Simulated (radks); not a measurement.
Values are calculated unless marked as measured or tabulated.
The table gives one normalised radial function P(r) = r R(r) of B4+ in 1s1 (r in bohr). Code: a radial shooting solver on a logarithmic mesh with Libxc functionals. Model: non-relativistic Kohn-Sham, PBE, spin-polarised, spherical densities, point nucleus; open shells are filled with parallel spins first.

r         P
0.01171  0.2479
0.01363  0.2858
0.01587  0.3290
0.01848  0.3780
0.02151  0.4333
0.02504  0.4956
0.02892  0.5613
0.03367  0.6379
0.0392   0.7222
0.04563  0.8140
0.05312  0.9125
0.06185  1.0166
0.072    1.1244
0.08382  1.2333
0.09758  1.3395
0.1136   1.4385
0.1322   1.5246
0.154    1.5913
0.1778   1.6303
0.207    1.6393
0.241    1.6096
0.2805   1.5373
0.3266   1.4220
0.3802   1.2674
0.4426   1.0822
0.5152   0.8793
0.5998   0.6746
0.6983   0.4841
0.8129   0.3214
0.9464   0.1948
1.102    0.1061

Which n and l does it have? It may be an empty orbital.

Answer. n = 1, l = 0: the number of nodes gives n - l - 1 = 0, the rise at small r (about r^(l+1)) gives l, and the extent must fit the shell. The curve is that of 1s up; the table hardly tells the two spins apart. 1s up: eigenvalue -308.58 eV, 0 radial nodes, <r> = 0.302 bohr, 90 % of the charge inside 0.537 bohr.
